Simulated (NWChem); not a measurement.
A series in which one site is exchanged, each optimised at PBE0/def2-SVP with NWChem, gas phase unless a solvent is named. For some, no frequency run checked for a minimum. def2 effective core potentials on Sr, Ba; no spin-orbit coupling.

A: FSF (SF₂; site = S)
B: [F][Be][F] (BeF$_{2}$; site = Be)
C: [Ba]([F])[F] (BaF₂; site = Ba)
D: [Sr]([F])[F] (SrF2; site = Sr)

```
quantity                                                  A      B      C  D
----------------------------------------------------  -----  -----  -----  -
dipole (D), PBE0/def2-SVP                              1.41   0.00   7.09  …
vertical ionisation energy, ΔSCF, PBE/def2-SVP (eV)    9.90  14.14   9.78  …
vertical ionisation energy, ΔSCF, PBE0/def2-SVP (eV)  10.32  14.72  10.20  …
static polarisability, PBE0/def2-SVPD (bohr³)          23.6   13.3   32.3  …
lowest singlet excitation, PBE0/def2-SVPD, TDA (eV)    3.49   9.57   5.77  …
```

Q: Complete the blanks.

A: 
- dipole (D), PBE0/def2-SVP, D: 5.99
- vertical ionisation energy, ΔSCF, PBE/def2-SVP (eV), D: 10.18
- vertical ionisation energy, ΔSCF, PBE0/def2-SVP (eV), D: 10.65
- static polarisability, PBE0/def2-SVPD (bohr³), D: 25.4
- lowest singlet excitation, PBE0/def2-SVPD, TDA (eV), D: 5.64
